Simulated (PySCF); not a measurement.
SMILES c1ccc(cc1O)-c1ccccc1, GFN2-xTB optimised geometry.

```
23

O     -3.47    -1.77    -1.60
C     -2.83    -0.89    -0.79
C     -3.52     0.00     0.03
C     -2.82     0.88     0.83
C     -1.44     0.89     0.83
C     -0.73     0.00     0.01
C      0.74     0.00     0.01
C      1.45    -1.20     0.00
C      2.83    -1.20     0.00
C      3.52     0.00     0.00
C      2.83     1.20     0.00
C      1.45     1.20     0.01
C     -1.44    -0.89    -0.79
H     -4.42    -1.67    -1.51
H     -4.60    -0.01     0.03
H     -3.36     1.56     1.47
H     -0.90     1.57     1.47
H      0.91    -2.13     0.01
H      3.36    -2.14     0.00
H      4.60     0.00     0.00
H      3.37     2.13     0.00
H      0.91     2.14     0.00
H     -0.92    -1.57    -1.44
```

Density from CAM-B3LYP/def2-SVP (PySCF) at that geometry.

Minimum of the electron density along straight lines between bonded atoms, close to the bond critical point (lines longer than 1.1 times the sum of covalent radii, or with two minima, are not listed):

| bond | length / Å | ρ at the minimum / e bohr⁻³ | ∇²ρ there / e bohr⁻⁵ | position (fraction from the first atom) |
|---|---|---|---|---|
| O1–C2 | 1.362 | 0.287 | -0.35 | 0.67 |
| C2–C3 | 1.390 | 0.314 | -0.82 | 0.52 |
| C3–C4 | 1.384 | 0.313 | -0.81 | 0.50 |
| C4–C5 | 1.381 | 0.316 | -0.82 | 0.51 |
| C5–C6 | 1.394 | 0.309 | -0.79 | 0.50 |
| C6–C7 | 1.471 | 0.273 | -0.68 | 0.50 |
| C7–C8 | 1.393 | 0.310 | -0.79 | 0.50 |
| C8–C9 | 1.382 | 0.316 | -0.83 | 0.50 |
| C9–C10 | 1.385 | 0.315 | -0.82 | 0.50 |
| C10–C11 | 1.385 | 0.315 | -0.82 | 0.50 |
| C7–C12 | 1.393 | 0.310 | -0.79 | 0.50 |
| C11–C12 | 1.383 | 0.316 | -0.82 | 0.50 |
| C2–C13 | 1.389 | 0.315 | -0.84 | 0.52 |
| C6–C13 | 1.389 | 0.311 | -0.79 | 0.50 |
| O1–H14 | 0.965 | 0.354 | -2.30 | 0.81 |
| C3–H15 | 1.082 | 0.279 | -1.04 | 0.63 |
| C4–H16 | 1.080 | 0.284 | -1.09 | 0.63 |
| C5–H17 | 1.079 | 0.284 | -1.08 | 0.63 |
| C8–H18 | 1.080 | 0.284 | -1.09 | 0.63 |
| C9–H19 | 1.080 | 0.284 | -1.09 | 0.63 |
| C10–H20 | 1.080 | 0.284 | -1.09 | 0.63 |
| C11–H21 | 1.081 | 0.284 | -1.09 | 0.63 |
| C12–H22 | 1.080 | 0.284 | -1.09 | 0.63 |
| C13–H23 | 1.079 | 0.284 | -1.09 | 0.64 |
